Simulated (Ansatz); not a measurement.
A run on CH4BF2Sb, SMILES `C[BH][Sb]([F])[F]` with other settings.

```yaml
crystal:
  periodic: [false, false, false]
  atoms:
    - {symbol: C, position_ang: [-1.077966, -0.352989, 0.444108]}
    - {symbol: B, position_ang: [0.417742, -0.184223, 0.759362]}
    - {symbol: Sb, position_ang: [1.942695, -0.094559, -0.945949]}
    - {symbol: F, position_ang: [0.609249, -0.370068, -2.297905]}
    - {symbol: F, position_ang: [1.771309, 1.819886, -0.924410]}
    - {symbol: H, position_ang: [-1.315001, -0.850425, -0.496984]}
    - {symbol: H, position_ang: [-1.395877, 0.699263, 0.311700]}
    - {symbol: H, position_ang: [-1.682692, -0.744243, 1.265298]}
    - {symbol: H, position_ang: [0.819044, 0.031256, 1.867679]}
basis:
  gaussian: {orbitals: def2-SVPD, fitting: {mean_field: def2-universal-jkfit}}
hamiltonian: {xc: {name: HF}}
correlation: {method: mp2}
output: {forces: true}
```

```sh
$ ansatz run in.yaml --threads 4 --pin off --events-out ev --progress --plain --max-ram 10444MiB
```

It prints (some lines left out):

```
Functional definition: HF
594 factors; integrals over basis functions are off by at most 2.5e-1 eV
mean field evaluation 1: about -13678.9856 eV, gradient 4.4e1 eV
mean field evaluation 2: about -13681.7102 eV, gradient 3.0e1 eV
mean field evaluation 4: about -13683.1803 eV, gradient 1.1e0 eV
mean field -13683.18586594 eV, -502.8478057766 hartree, gradient 1.3e-6 eV, S^2 0.000000; 0 other end points of the search recorded, 0 dependent functions left out
8 core orbitals not correlated: weight in the atoms' cores, before any rotation towards them, 1.000 or more for the frozen orbitals, at most 0.000 for the correlated occupied ones
reference -13683.18586594 eV, -502.8478057766 hartree; 20, 20 occupied and 122, 122 virtual orbitals, 594 factors
second order -20.52098307 eV of doubles, -0.00000000 eV of singles
mean field evaluation 8: about -13683.1859 eV, gradient 1.3e-6 eV
Total energy: -13703.70684901 eV, -503.6019379949 hartree
Atom 0 at    -1.077966    -0.352989     0.444108 Å, force    -0.165582    -0.062361    -0.022304 eV/Å
Atom 1 at     0.417742    -0.184223     0.759362 Å, force     0.281375     0.023248    -0.017839 eV/Å
Atom 2 at     1.942695    -0.094559    -0.945949 Å, force     0.962051    -0.978458     0.742780 eV/Å
Atom 3 at     0.609249    -0.370068    -2.297905 Å, force    -0.806375    -0.151810    -0.785561 eV/Å
Atom 4 at     1.771309     1.819886    -0.924410 Å, force    -0.116254     1.134339     0.008603 eV/Å
Atom 5 at    -1.315001    -0.850425    -0.496984 Å, force    -0.056868    -0.109230    -0.202104 eV/Å
Atom 6 at    -1.395877     0.699263     0.311700 Å, force    -0.029730     0.194430    -0.029251 eV/Å
Atom 7 at    -1.682692    -0.744243     1.265298 Å, force    -0.124485    -0.080118     0.158623 eV/Å
Atom 8 at     0.819044     0.031256     1.867679 Å, force     0.055870     0.029960     0.147051 eV/Å
Dipole moment:     0.059536    -0.454319     0.529902 e Å
```

Hardware: 4 threads of an INTEL XEON PLATINUM 8581C on a shared host. Wall time 1.3 s, peak host memory 0.42 GiB.
